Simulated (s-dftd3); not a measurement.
C3H9N, charge +1, doublet, at a GFN2-xTB geometry (a state made from the parent by changing its charge; the spin is typed, not shown lowest); s-dftd3 1.4.0 with D3(bjm) for blyp.

s-dftd3 was given this input:
```
$ s-dftd3 mol.xyz --bjm blyp --json dftd3.json --noedisp --grad

# file mol.xyz
13

C     -1.87761304    -0.02967552     0.29886607
C     -0.54527468    -0.43039412    -0.28775865
N      0.53940486     0.31372074     0.19558742
C      1.87421445     0.14178183    -0.20822487
H     -2.11070859     1.01066545     0.07631984
H     -2.66859392    -0.64768885    -0.11588086
H     -1.88719452    -0.15115959     1.38109159
H     -0.35656097    -1.50775647    -0.11393147
H     -0.57203590    -0.36416711    -1.39247380
H      0.34705931     1.03011919     0.88915306
H      2.28186136     1.07888124    -0.61359215
H      1.96655349    -0.64844603    -0.95182811
H      2.51582523    -0.08676611     0.65473459
```

The log (banner, timings and long lists left out):

```
-----------------------------------
 s i m p l e   D F T - D 3  v1.4.0
-----------------------------------

Rational (Becke-Johnson) damping: blyp-D3(BJ)
---------------------
  s6         1.0000
  s8         1.8750
  s9         0.0000
  a1         0.4485
  a2         3.6107
 alp        14.0000
--------------------

Dispersion energy:      -2.3203331164546E-02 Eh

Gradient norm:           1.9841243531919E-03 Eh/a0
--------------------------------------------------
     #    Z           dE/dx      dE/dy      dE/dz
--------------------------------------------------
     1    6 C    -6.793E-04 -1.967E-05  9.859E-05
     2    6 C    -4.013E-04 -2.387E-04 -1.404E-04
     3    7 N     4.903E-04  1.654E-04  6.853E-05
     4    6 C     7.748E-04  1.468E-04 -7.409E-06
     5    1 H    -4.838E-04  2.538E-04  2.862E-05
     6    1 H    -4.224E-04 -6.088E-05  1.818E-05
     7    1 H    -4.309E-04 -1.931E-05  3.351E-04
     8    1 H    -1.058E-04 -5.246E-04 -8.214E-05
     9    1 H    -1.747E-04 -1.659E-04 -4.835E-04
    10    1 H     1.765E-04  4.172E-04  3.543E-04
    11    1 H     3.652E-04  1.769E-04 -1.083E-04
    12    1 H     4.865E-04 -1.088E-04 -1.901E-04
    13    1 H     4.050E-04 -2.247E-05  1.085E-04
--------------------------------------------------

Virial:
--------------------------------------------------
      component           x          y          z
--------------------------------------------------
          x       1.735E-02  1.426E-03 -1.409E-03
          y       1.426E-03  3.816E-03  1.335E-03
          z      -1.409E-03  1.335E-03  3.522E-03
--------------------------------------------------

[Info] JSON dump of results written to 'dftd3.json'
```
